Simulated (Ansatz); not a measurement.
Geometry optimisation, Ansatz, RKS r2SCANh-D4/def2-SVP.

Input file:

```yaml
crystal:
  periodic: [false, false, false]
  atoms:
    - { symbol: Ge, position_ang: [0.0, 0.0, 0.0] }
    - { symbol: H, position_ang: [0.0, 0.0, 1.9] }
    - { symbol: H, position_ang: [1.4616, 0.0, -0.5162] }
    - { symbol: H, position_ang: [-0.73, 1.2648, -0.5162] }
    - { symbol: H, position_ang: [-0.73, -1.2648, -0.5162] }
    - { symbol: O, position_ang: [-1.9644, 0.0, 0.6527] }
    - { symbol: Si, position_ang: [-3.2043, -0.9102, -0.023] }
    - { symbol: H, position_ang: [-2.7034, -2.2382, -0.3652] }
    - { symbol: H, position_ang: [-4.2964, -1.0354, 0.9379] }
    - { symbol: H, position_ang: [-3.6923, -0.249, -1.2298] }
    - { symbol: H, position_ang: [-0.9937, 0.0, 1.8011] }
basis:
  gaussian: { orbitals: def2-SVP }
hamiltonian:
  xc: r2scanh
  dispersion: d4
relax:
  f_tol: 0.15
  max_steps: 25
  restrain:
    - { distance: [0, 5], at: 1.77, k: 30.0 }
    - { distance: [10, 1], at: 0.66, k: 30.0 }
    - { distance: [0, 1], at: 2.75, k: 30.0 }
    - { distance: [10, 5], at: 2.21, k: 30.0 }
```

Run as:

```bash
$ ansatz run input.yaml --threads 4 --pin off --max-ram 5120MiB --backend cpu --events-out ev --progress --plain --runs-dir out
```

Problem. Where does it end, and by what steps?

Solution. The forces met the threshold. The restraints hold the end off the free minimum; the threshold counts their pulls, which the force column leaves out. Restrained pairs: Ge1–O6 (2.07 → 1.78 Å), H2–H11 (1.00 → 0.72 Å), Ge1–H2 (1.90 → 2.76 Å), O6–H11 (1.50 → 2.22 Å). After 14 steps the energy has fallen by 3.491 eV (the restraints' own energy left out); H5 moved furthest, 1.42 Å.

```csv
step,energy less start (eV),largest force component (eV/Å),accepted
0,0.0000,2.494,yes
1,-0.1993,1.594,yes
2,-0.4100,3.028,yes
3,-1.4024,2.643,yes
4,-2.1872,1.890,yes
5,-2.7450,1.426,yes
6,-3.1025,1.416,yes
7,-3.2916,1.551,yes
8,-3.3346,1.452,yes
9,-3.3878,1.555,yes
10,-3.4318,1.451,yes
11,-3.4810,0.997,yes
12,-3.4903,1.157,yes
13,-3.4900,1.514,yes
14,-3.4906,1.490,yes
```

```xyz
11
Properties=species:S:1:pos:R:3
Ge -0.250 -0.170 -0.407
H -0.130 0.879 2.140
H 0.933 -0.756 0.360
H -0.169 1.355 -0.514
H -0.358 -0.802 -1.806
O -1.730 -0.596 0.476
Si -3.244 -1.102 0.035
H -3.200 -2.456 -0.592
H -4.086 -1.157 1.259
H -3.864 -0.158 -0.943
H -0.756 0.530 2.117
```

Time of the run: 39 s on 4 threads of Arm Neoverse V1, on a shared host, peak memory 0.27 GiB.
